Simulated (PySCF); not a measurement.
AlH2I, SMILES [I][AlH2]. Geometry: PBE-D3(BJ)/def2-TZVP. The def2 effective core potentials stand for the cores of I; spin–orbit coupling is left out.

Computed equilibrium geometry at PBE-D3(BJ)/def2-TZVP (PySCF confirms it by a frequency run) as bond lengths and angles, and its point group:
point group C2v.
Atoms: Al1 H2 H3 I4. Bonded distances (Å): Al1–H2 1.587, Al1–H3 1.587, Al1–I4 2.488. Angles (°): H2–Al1–H3 124.6, H2–Al1–I4 117.7, H3–Al1–I4 117.7.
Charge 0, spin multiplicity 1.
